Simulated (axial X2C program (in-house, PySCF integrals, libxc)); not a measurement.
**Levels of LiBi⁺ by electron attachment to LiBi²⁺ (EOM-EA-CCSD)**

Calculated with an in-house all-electron X2C program for linear molecules (integrals from PySCF): two-component X2C with atomic mean-field Coulomb and Gaunt terms, Gaussian nuclei, basis Bi dyall-acv3z, Li dyall-acv3z with contracted cores.

R = 2.987 Å (near the PBE0 minimum at charge 1 of the determinant lowest at the starting distance; the state shown can have its own minimum elsewhere).

Hartree–Fock spinors of LiBi²⁺ (one of each Kramers pair; a window near the gap, which can cut inner shells):

```
  ω  occupied  ε (eV)                     character
1/2       yes  -30.45    85% Bi s, 6% Li p, 6% Li d
1/2       yes  -20.95    90% Bi p, 4% Li p, 3% Li d
1/2        no  -11.41    78% Bi p, 9% Li s, 8% Li p
3/2        no  -10.87    86% Bi p, 7% Li p, 6% Li d
1/2        no   -8.10  59% Li s, 11% Bi p, 10% Li p
1/2        no   -7.01   70% Li p, 20% Bi d, 6% Bi p
3/2        no   -6.82   69% Li p, 20% Bi d, 8% Bi p
1/2        no   -6.10   51% Li p, 28% Bi s, 7% Li s
```

Levels of LiBi⁺ obtained by attaching an electron to LiBi²⁺:

| Ω | binding energy (eV) | above lowest (cm⁻¹) | attached spinor | one-particle weight |
| --- | --- | --- | --- | --- |
| 1/2 | 12.211 | 0 | 41% Bi pπ, 39% Bi pσ, 8% Li sσ | 0.96 |
| 3/2 | 11.776 | 3512 | 88% Bi pπ, 6% Li dπ | 0.94 |
| 1/2 | 8.437 | 30440 | 60% Li sσ, 13% Bi sσ, 9% Bi pσ | 0.96 |
| 1/2 | 7.350 | 39212 | 68% Li pπ, 21% Bi dπ | 0.95 |

(1) What is the splitting of the first π pair in the table, and is it regular or inverted?

This point took 26 s on 1 thread of Intel(R) Xeon(R) Platinum 8488C (Sapphire Rapids), on a shared host.

Reference electrons by ω block (each with its −ω partner): 1/2: 24, 3/2: 12, 5/2: 5, 7/2: 1. 14 electrons of LiBi²⁺ correlated (inner shells frozen), 92 natural virtual spinors (a truncated set); levels can be off by some tenths of an eV. Roots sought by Ω: (1/2: 5, 3/2: 4, 5/2: 2, 7/2: 1); the list ends where they run out and leaves out roots under 60 % one-particle weight. The solver can skip a root, and states that need a further excitation, which the method places far too high, are missing though they may lie low or lowest. T1 of the reference 0.005 (Lee–Taylor). The reference was not checked to be the lowest state of its species. Number of frozen shells: Bi 5 s, 4 p, 2 d, 1 f; Li 1 s.

Answers

(1) E(3/2) − E(1/2) = 3512 − 0 = 3512 cm⁻¹ at EOM-EA-CCSD: regular, Ω = 1/2 lower. Splittings at this level can be off by ten to twenty per cent.
